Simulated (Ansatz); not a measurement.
Reaction (cleavage of the Si–Ge bond): `[SiH3][GeH2][SiH3]` + `[OH][Ga]([Br])[Br]` → `[SiH3][O][Ga]([Br])[Br]` + `[SiH3][GeH3]`

Program: Ansatz. Geometries: PBE0-D4/def2-TZVP. ΔE: electronic, gas phase. CCSD(T)/CBS is the MP2 limit (def2-TZVPP, def2-QZVPP) plus CCSD(T) − MP2 in def2-TZVPP, frozen cores. For Br, Ga, Ge outer-core shells are correlated without core-valence functions, which leaves a few kJ/mol of doubt a bond. Scalar relativity is left out up to krypton. One conformer a species, not always the lowest.

```
                  species  MP2/def2-TZVPP energy (Eh)
     `[SiH3][GeH2][SiH3]`                 -2658.43228
     `[OH][Ga]([Br])[Br]`                 -7144.72802
`[SiH3][O][Ga]([Br])[Br]`                 -7434.99717
           `[SiH3][GeH3]`                 -2368.19369
```

Problem. Work out ΔE.

Solution. ΔE = (-7434.99717) + (-2368.19369) − (-2658.43228) − (-7144.72802) = -0.03056 Eh = -80.2 kJ/mol. CCSD(T)/CBS gives -75.1 kJ/mol.

Largest T1 diagnostic among the species: 0.012.

Leaving LDA and LC-ωPBE aside and taking each functional with its dispersion term where it has one, the values, not all of them listed here, spread over 36.0 kJ/mol, from BHLYP-D4 to PBE-D4. LDA lies −3.5 kJ/mol from PBE without D4. From PBE to PBE0 (25 % exact exchange), in def2-TZVPP and without D4, ΔE moves by −8.7 kJ/mol. In def2-TZVPP, CCSD(T) changes the Hartree–Fock value by +27.1 kJ/mol (the triples alone add +3.5 kJ/mol) and MP2 by +24.2 kJ/mol.
